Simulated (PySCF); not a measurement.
germane (H₄Ge), SMILES [GeH4]. Atoms are numbered in the order given.

```xyz
5

Ge     0.0000     0.0000     0.0000
H      0.8867    -0.8867    -0.8867
H     -0.8867    -0.8867     0.8867
H     -0.8867     0.8867    -0.8867
H      0.8867     0.8867     0.8867
```

Coordinates come from a B3LYP-D3(BJ)/def2-TZVP optimisation.

These are PySCF with B3LYP/pcSseg-2 values and carry that method's errors.

GIAO shieldings, no solvent; atoms alike by connectivity are averaged. δ = σ(ref) − σ: ¹H against TMS (σ = 31.68 ppm), references at their B3LYP-D3(BJ)/def2-TZVP geometries, non-relativistic.

```
nucleus           atoms  count  δ (ppm)
-------  --------------  -----  -------
¹H       H2, H3, H4, H5      4     3.85
```
